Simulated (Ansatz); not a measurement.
Basis-set extrapolation for FH₇N₂SSi₂, SMILES `N[SiH2]S[SiH](N)F` (PBE0-D4/def2-TZVP geometry, frozen core, the Gaussian-basis code of Ansatz). Multiplicity 1, RHF reference.

|  | def2-TZVPP | def2-QZVPP |
| --- | --- | --- |
| HF | -1188.145876 | -1188.185922 |
| MP2 correlation | -1.098343 | -1.189770 |
| CCSD(T) correlation | -1.193377 | not run |

Energies in hartree. Use E(X) = E(∞) + A·exp(−7.88·√X) for Hartree–Fock and E(X) = E(∞) + B·X^(−2.97) for correlation, with X = 3 and 4, and add CCSD(T) minus MP2 of the smaller set to the MP2 limit.

Q: What is the CCSD(T) energy at the basis-set limit?

A: HF limit: -1188.185922 + (-0.040046) × 0.13774 = -1188.19144. MP2 limit: -1.189770 + (-0.091427) × 0.74074 = -1.25749. Higher-order term: -1.193377 − (-1.098343) = -0.09503. Total: -1189.54396 hartree, 5.57 eV below CCSD(T)/def2-TZVPP.
